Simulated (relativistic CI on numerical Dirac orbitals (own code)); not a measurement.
# Crystal-field levels of Tc5+, 4d2

Calculated by Dirac-Coulomb-Breit CI, KLI orbitals optimised for each configuration, QED by a radiative potential, valence Slater integrals scaled by 0.9, one configuration in a parametric crystal field (own radial code). With so little scaling, terms lie 10 to 35 % too far apart, which can change the order of excited levels.

Field parameters in Wybourne normalisation: Oh B⁴₀ = 21Dq, B⁴₄ = √(5/14) B⁴₀. The field is a parameter set, without covalency.

S and J are read from ⟨S²⟩ = S(S + 1) and ⟨J²⟩ = J(J + 1) of each level; they are not fictitious spins.

Oh, 10Dq = 8500 cm⁻¹, the lowest 16 levels:

```csv
E (cm⁻¹),Degeneracy,Irrep,S,J
0.0,2,E,0.99,2.42
278,3,T2,0.99,2.65
2049,3,T1,1.00,3.44
3010,1,A1,1.00,3.90
8064,3,T2,0.97,3.02
8244,1,A2,1.00,3.00
9268,3,T1,1.00,3.55
9468,2,E,1.00,3.71
14201,3,T2,0.16,2.60
14307,2,E,0.11,2.87
17449,3,T2,0.98,3.53
19281,1,A1,0.99,0.65
20088,3,T1,1.00,1.19
21243,3,T2,0.94,2.29
21414,2,E,0.96,2.18
24136,3,T2,0.15,3.44
```

Oh, 10Dq = 15350 cm⁻¹, the lowest 10 levels:

| E (cm⁻¹) | Degeneracy | Irrep | S | J |
| --- | --- | --- | --- | --- |
| 0.0 | 2 | E | 0.99 | 2.57 |
| 157 | 3 | T2 | 1.00 | 2.71 |
| 1840 | 3 | T1 | 1.00 | 3.45 |
| 2657 | 1 | A1 | 1.00 | 3.82 |
| 12734 | 3 | T2 | 0.49 | 2.99 |
| 14032 | 2 | E | 0.05 | 3.06 |
| 14440 | 1 | A2 | 1.00 | 3.00 |
| 15378 | 3 | T1 | 1.00 | 3.47 |
| 15487 | 2 | E | 1.00 | 3.58 |
| 15689 | 3 | T2 | 0.74 | 2.96 |

Oh, 10Dq = 22150 cm⁻¹, the lowest 10 levels:

```tsv
E (cm⁻¹)	Degeneracy	Irrep	S	J
0.0	2	E	1.00	2.63
104	3	T2	1.00	2.73
1716	3	T1	1.00	3.43
2462	1	A1	1.00	3.76
13382	3	T2	0.08	3.03
13813	2	E	0.03	3.13
20882	1	A2	1.00	3.00
21362	3	T2	0.98	3.06
21787	3	T1	1.00	3.44
21852	2	E	1.00	3.51
```

Oh, 10Dq = 28950 cm⁻¹, the lowest 10 levels:

```tsv
E (cm⁻¹)	Degeneracy	Irrep	S	J
0.0	2	E	1.00	2.66
75.3	3	T2	1.00	2.73
1635	3	T1	1.00	3.41
2335	1	A1	1.00	3.72
13386	3	T2	0.03	3.09
13657	2	E	0.02	3.17
27453	1	A2	1.00	3.00
27824	3	T2	0.99	3.08
28341	3	T1	1.00	3.43
28384	2	E	1.00	3.47
```

Oh, 10Dq = 35800 cm⁻¹, the lowest 10 levels:

| E (cm⁻¹) | Degeneracy | Irrep | S | J |
| --- | --- | --- | --- | --- |
| 0.0 | 2 | E | 1.00 | 2.67 |
| 58.0 | 3 | T2 | 1.00 | 2.73 |
| 1577 | 3 | T1 | 1.00 | 3.40 |
| 2246 | 1 | A1 | 1.00 | 3.69 |
| 13342 | 3 | T2 | 0.02 | 3.12 |
| 13541 | 2 | E | 0.02 | 3.19 |
| 29483 | 1 | A1 | 0.02 | 2.94 |
| 34144 | 1 | A2 | 1.00 | 3.00 |
| 34476 | 3 | T2 | 1.00 | 3.09 |
| 35022 | 3 | T1 | 1.00 | 3.42 |

The free-ion ground term has S = 1. Every field shown keeps that spin.

Levels of this model without a field, named by their leading LS term: 3F_2 0, 3F_3 2029, 3F_4 4315, 1D_2 13177, 3P_0 14062, 3P_1 14900, 3P_2 17061, 1G_4 19997 cm⁻¹.
